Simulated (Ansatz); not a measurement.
Reaction (formal hydrolysis of the Sn–I bond): `[F][Sn]([F])([F])[I]` + H₂O → `[OH][Sn]([F])([F])[F]` + HI

Isolated molecules relaxed with PBE0-D4/def2-TZVP in Ansatz; ΔE leaves out vibrations. CCSD(T)/CBS adds triple-zeta CCSD(T) − MP2 to the extrapolated MP2 energy (def2 sets, frozen cores). This one scheme is used for every species. Functionals use def2-TZVPP. B3LYP here is the variant with VWN-RPA as its local correlation; programs differ in this. HSE06 is defined as in plane-wave codes. def2 core potentials past Kr. For I, Sn outer-core shells are correlated without core-valence functions, which leaves a few kJ/mol of doubt a bond. One conformer a species, not always the lowest.

`[F][Sn]([F])([F])[I]`:

Z-matrix (Å, degrees):
```
Sn
F 1 1.888
F 1 1.888 2 105.6
I 1 2.606 2 113.1 3 124.2
F 1 1.888 2 105.6 3 -111.6
```

H₂O:

Cartesian coordinates in Å:
```
O 0.103 -0.107 -0.360
H -0.778 0.102 -0.043
H 0.675 0.005 0.403
```

`[OH][Sn]([F])([F])[F]`:

Cartesian coordinates in Å:
```
O 1.220 0.890 0.413
Sn -0.247 -0.146 -0.261
F -0.849 -1.373 1.045
F 0.256 -1.097 -1.804
F -1.713 0.927 -0.759
H 1.332 0.799 1.365
```

HI:

Z-matrix (Å, degrees):
```
I
H 1 1.610
```

```csv
level,ΔE (kJ/mol),difference from CCSD(T)/CBS
LDA (SPW92),89.4,-4.3
PBE-D4,91.9,-1.8
revPBE-D4,89.5,-4.2
BLYP-D4,87.3,-6.4
B97M-V,80.4,-13.3
PBE0-D4,95.6,1.9
B3LYP-D4,91.4,-2.3
r2SCANh-D4,91.2,-2.5
r2SCAN0-D4,94.0,0.3
HSE06-D4,96.0,2.3
BHLYP-D4,96.3,2.6
CAM-B3LYP-D4,84.2,-9.5
ωB97M-V,87.1,-6.6
B2PLYP,84.9,-8.8
PBE,89.0,-4.7
r2SCAN,88.6,-5.1
PBE0,93.0,-0.7
B3LYP,86.6,-7.1
r2SCANh,90.5,-3.2
r2SCAN0,93.1,-0.6
HSE06,93.3,-0.4
BHLYP,88.6,-5.1
CAM-B3LYP,81.1,-12.6
LC-ωPBE,82.1,-11.6
RPA@PBE/def2-TZVPP,72.7,-21.0
HF/def2-SVP,94.6,0.9
MP2/def2-SVP,81.9,-11.8
CCSD/def2-SVP,82.1,-11.6
CCSD(T)/def2-SVP,81.7,-12.0
HF/def2-TZVPP,86.2,-7.5
MP2/def2-TZVPP,87.3,-6.4
SCS-MP2/def2-TZVPP,81.3,-12.4
CCSD/def2-TZVPP,79.7,-14.0
CCSD(T)/def2-TZVPP,79.2,-14.5
HF/def2-QZVPP,87.1,-6.6
MP2/def2-QZVPP,96.0,2.3
SCS-MP2/def2-QZVPP,89.2,-4.5
HF/CBS(def2),87.2,-6.5
MP2/CBS(def2),101.8,8.1
CCSD/CBS(def2),94.2,0.5
CCSD(T)/CBS,93.7,0
```

What do rigid-rotor, harmonic-oscillator terms from PBE0-D4/def2-TZVP frequencies (298.15 K, 1 bar) make of the CCSD(T)/CBS value? (An estimate is asked.)

The calculation gave: ΔZPE = -9.9 kJ/mol, ΔH = +83.1 kJ/mol, ΔS = 14 J/(mol·K), ΔG = +79.1 kJ/mol.

Largest T1 diagnostic among the species: 0.015.

From PBE to PBE0 (25 % exact exchange), in def2-TZVPP and without D4, ΔE moves by +4.0 kJ/mol. Leaving LDA and LC-ωPBE aside and taking each functional with its dispersion term where it has one, the values spread over 15.8 kJ/mol, from B97M-V to BHLYP-D4.
